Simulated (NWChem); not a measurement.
Species: C2H3NO2Si; SMILES O=C=N[SiH2]C=O

```xyz
9

O      0.6047     3.2858     0.0000
C      0.2128     2.1871     0.0000
N     -0.1845     1.0568     0.0000
Si    -0.7862    -0.5545     0.0000
C      0.6880    -1.7988     0.0000
O      0.4550    -2.9812     0.0000
H     -1.6008    -0.7915     1.2230
H     -1.6008    -0.7915    -1.2230
H      1.7495    -1.4217     0.0000
```
Atoms are numbered in this order, from 1.

Program: NWChem. Pople sets run with spherical d functions. The geometry was optimised at PBE0/def2-SVP. Atomic charges in e: unrestrained fits to the electrostatic potential beside Mulliken populations; buried atoms are poorly determined by the fit.

For level Hartree-Fock/6-31G*:

```yaml
Mulliken O1: -0.49
ESP C2: 0.77
Mulliken C2: 0.81
ESP N3: -0.60
Mulliken N3: -0.72
ESP Si4: 0.60
Mulliken Si4: 0.90
```

Estimate the same quantities for level B3LYP/def2-SVP.

Mulliken O1: -0.12
ESP C2: 0.62
Mulliken C2: 0.07
ESP N3: -0.48
Mulliken N3: -0.21
ESP Si4: 0.46
Mulliken Si4: 0.58
